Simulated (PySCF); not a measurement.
**PI₂⁺, singlet: molecular constants**

Level of theory: PBE0 in PySCF with P def2-TZVP, I def2-TZVP with ECP28; scalar-relativistic core potentials, no spin–orbit coupling; density-fitted integrals.

The structure is a higher-order saddle point with 2 imaginary modes (one degenerate set).

Coordinates in bohr (charge 1 multiplicity 1):
```
P     0.0000    0.0000    0.0000
I     0.0000    0.0000    4.5963
I     0.0000    0.0000   -4.5963
```

```
Point group                                                                   : D∞h
Bond lengths                                                                  : P–I 2.432 Å (×2)
Bond angles                                                                   : I–P–I 180.0°
Rotational constants                                                          : 0.01123 cm⁻¹
Zero-point energy (real modes)                                                : 3.2 kJ/mol
Principal polarisabilities                                                    : 50.7, 50.7, 215.9 bohr³
Lowest empty level                                                            : -10.04 eV
Principal quadrupole moments (Buckingham, traceless) about the centre of mass : -12.48, -12.48, 24.96 D Å
Dipole moment about the centre of mass                                        : 0.00 D
Highest occupied level                                                        : -11.88 eV
```

Harmonic modes (masses in u: P 30.974, I 126.904):
```tsv
symmetry	ω (cm⁻¹)	IR (km/mol, summed over degenerate members)	μ (u)
πu	305i	–	33.75
σg+	173	0.0	126.90
σu+	362	393	33.75
```

In D∞h the vibrations span πu + σg+ + σu+. The σg+ mode carries no infrared intensity, as symmetry demands. With a centre of inversion only u modes can be infrared active and only g modes Raman active.

Charges (e):
| atom | Mulliken | Löwdin | polar tensor | Mayer order to P1 |
| --- | --- | --- | --- | --- |
| P1 | 0.46 | 0.21 | 1.39 | – |
| I2,3 | 0.27 | 0.39 | -0.20 | 1.63 |
Other Mayer orders above 0.3: I–I 0.39.

Mulliken populations on P1: s 5.97, p 8.27, d 0.29, f 0.01.

This need not be the most stable arrangement of these atoms. At this level a singlet minimum of C2v symmetry lies 216 kJ/mol below this structure.

The final relaxation and frequency run took of the order of 70 core-seconds on a shared host.
